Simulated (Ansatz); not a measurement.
Relaxation of CH4BFO2 (9 atoms, charge 0, multiplicity 1), to a largest force component of 0.015 eV/Å in at most 40 steps.

Computed with RHF/cc-pVDZ in Ansatz 0.2.0.

```xyz
9
Properties=species:S:1:pos:R:3
C -0.581 0.391 -0.971
O -1.029 -0.025 0.287
B -2.465 -0.112 0.203
O -3.376 1.059 0.470
F -3.123 -1.347 -0.168
H -1.538 0.578 -1.609
H 0.050 -0.301 -1.498
H -0.092 1.449 -0.932
H -3.470 1.484 -0.328
```

Task: Where does it end, and by what steps?

Result: The run converged. The force dipped under the threshold on the way, but the program's further checks kept it going. After 18 steps the energy has fallen by 2.187 eV; F5 moved furthest, 0.91 Å.

```csv
step,energy less start (eV),largest force component (eV/Å),accepted
0,0.0000,4.957,yes
1,-1.0556,1.583,yes
2,-1.2334,0.969,yes
3,-1.2684,1.008,yes
4,-1.3211,0.532,yes
5,-1.4097,1.130,yes
6,-1.6470,0.967,yes
7,-1.8058,0.192,yes
8,-1.8920,0.753,yes
9,-1.9711,1.140,yes
10,-2.1237,0.621,yes
11,-2.1793,0.614,yes
12,-2.1856,0.105,yes
13,-2.1870,0.020,yes
14,-2.1872,0.009,yes
15,-2.1873,0.020,yes
16,-2.1872,0.041,no
17,-2.1873,0.008,yes
18,-2.1873,0.004,yes
```

```xyz
9
Properties=species:S:1:pos:R:3
C -0.516 0.417 -1.077
O -1.370 -0.481 -0.409
B -2.580 -0.103 0.019
O -3.055 1.149 -0.158
F -3.334 -1.010 0.646
H -0.970 0.778 -2.001
H 0.399 -0.120 -1.315
H -0.276 1.274 -0.446
H -3.923 1.271 0.196
```

Whether the end is a true minimum wasn't checked by a vibrational analysis.

Time of the run: 67 s on 1 thread of Intel(R) Xeon(R) Processor @ 2.70GHz, on a shared host, peak memory 0.17 GiB.
